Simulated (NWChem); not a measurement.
System: SiPH$_{5}$O; SMILES O[SiH2]P

NWChem input:

```
start job
memory heap 200 mb stack 900 mb global 1100 mb
geometry units angstroms noautoz
  Si    -0.505657     0.645000     0.010615
  O      0.718743     1.776797     0.103509
  P      0.092331    -1.546551     0.039537
  H     -1.341671     0.892721     1.208404
  H     -1.324190     0.814640    -1.225424
  H      1.365607     1.776176    -0.615908
  H      1.104381    -1.417631     1.033220
  H      1.005715    -1.471998    -1.053077
end
basis spherical
  Si library 6-31g*
  O library 6-31g*
  P library 6-31g*
  H library 6-31g*
end
dft
  xc xpbe96 cpbe96
  iterations 150
  vectors input atomic output neutral.movecs
end
task dft energy
charge 1
dft
  odft
  mult 2
  vectors input atomic output cation.movecs
end
task dft energy
```

The geometry was optimised at B3LYP/6-31G* (spherical d).

Ions are spin-unrestricted doublets at the neutral geometry; other ion states weren't tried.

**Question.** What results follow from this input? (PBE/6-31G* (spherical d), vertical spin-unrestricted ions.) Quantities: vertical ionisation energy, ΔSCF (eV); −ε(HOMO) (eV).

**Answer.** 
```yaml
vertical ionisation energy, ΔSCF (eV): 9.25
"−ε(HOMO) (eV)": 6.11
```
